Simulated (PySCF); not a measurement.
Lowest empty level (eV) of eight silicon and germanium compounds: PBE beside CAM-B3LYP, computed with PySCF for isolated molecules in the bases named; differences from unrounded values. The eight are the first of their class met in an unordered collection, after screening for sound electronic states; none was chosen by its value. Each molecule has one DFT geometry for both levels.

```json
[
 {"molecule": "C2H7NOSi2, SMILES C1([SiH2]O[SiH2]N=1)C", "basis": "def2-TZVP", "CAM-B3LYP": "0.16", "PBE": "-2.13", "difference": "-2.29"},
 {"molecule": "C₃H₈O₂Si, SMILES C=C[Si@@H](O)OC", "basis": "def2-TZVP", "CAM-B3LYP": "0.51", "PBE": "-1.62", "difference": "-2.13"},
 {"molecule": "CH₅FO₂Si₂, SMILES [SiH2]1CO[Si@H](F)O1", "basis": "def2-TZVP", "CAM-B3LYP": "0.67", "PBE": "-1.19", "difference": "-1.86"},
 {"molecule": "CH6FNOSi2, SMILES F[Si@H]1N[SiH2]CO1", "basis": "def2-TZVP", "CAM-B3LYP": "0.82", "PBE": "-0.95", "difference": "-1.77"},
 {"molecule": "C2H12OSi3, SMILES [SiH2]([SiH3])[SiH2]OCC", "basis": "def2-TZVP", "CAM-B3LYP": "0.60", "PBE": "-1.31", "difference": "-1.91"},
 {"molecule": "C3H7NOSi, SMILES C1=CO[SiH2]NC1", "basis": "def2-TZVP", "CAM-B3LYP": "1.43", "PBE": "-0.45", "difference": "-1.88"},
 {"molecule": "C2H6O2Si, SMILES O[SiH]1COC1", "basis": "def2-TZVP", "CAM-B3LYP": "1.11", "PBE": "-0.59", "difference": "-1.70"},
 {"molecule": "trisilylamine (H9NSi3), SMILES [SiH3]N([SiH3])[SiH3]", "basis": "def2-TZVP", "CAM-B3LYP": "0.62", "PBE": "-1.30", "difference": "-1.92"}
]
```

PBE lies below CAM-B3LYP in 8 and above it in 0 of the eight; the mean signed difference is -1.93 and the largest -2.29 eV.
